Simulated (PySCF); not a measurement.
Q: Write Cartesian coordinates for `c1[c](cccc1)[GeH2][CH2][SiH2]F` as optimised with PBE0-D3(BJ)/def2-SVP.

A: 
```
atom  x, y, z in Å
F1     3.555    0.605    2.353
Si2    2.259    0.150    1.472
C3     2.482    0.704   -0.291
Ge4    1.158   -0.109   -1.496
C5    -0.549   -0.195   -0.561
C6    -1.323    0.958   -0.372
C7    -2.499    0.914    0.374
C8    -2.919   -0.288    0.944
C9    -2.161   -1.444    0.763
C10   -0.985   -1.396    0.015
H11    2.173   -1.337    1.557
H12    1.063    0.781    2.092
H13    3.493    0.442   -0.645
H14    2.386    1.800   -0.345
H15    1.598   -1.543   -1.844
H16    1.036    0.738   -2.777
H17   -1.008    1.910   -0.812
H18   -3.092    1.822    0.512
H19   -3.840   -0.324    1.531
H20   -2.488   -2.388    1.206
H21   -0.399   -2.311   -0.119
```

Any rigid rotation of these coordinates is as good. Atoms count from 1 in this order. Ge4 (germanium bonded to 2 C and 2 H) is tetrahedral (angles from 108.3° to 110.7°). The 6-membered ring C5–C6–C7–C8–C9–C10 has internal angles of 118.6° to 120.8° (sum 720°, against 720° for a flat polygon); it is planar, 0.00 Å rms from its mean plane, widest ring torsion 0°. Of the pairs four or more bonds apart, Si2···C10 is among the closest relative to their van der Waals radii: 3.88 Å, 102 % of the sum of Bondi's values. Si2 (fluorine-bound silicon) is tetrahedral (angles from 107.0° to 111.4°).

Bonds between heavy atoms (Å): F1–Si2 1.632, Si2–C3 1.861, C3–Ge4 1.966, Ge4–C5 1.948, C5–C6 1.402, C6–C7 1.393, C7–C8 1.395, C8–C9 1.394, C9–C10 1.395, C5–C10 1.401.

Computed, not measured: PBE0-D3(BJ)/def2-SVP geometry optimisation, gas phase (PySCF).

Point group: C1 (no symmetry element, even within 0.4 Å). Not checked by PBE0-D3(BJ)/def2-SVP frequencies. The numbers are those of one conformer (F1–Si2–C3–Ge4 168°, Si2–C3–Ge4–C5 38°, C3–Ge4–C5–C6 75°).
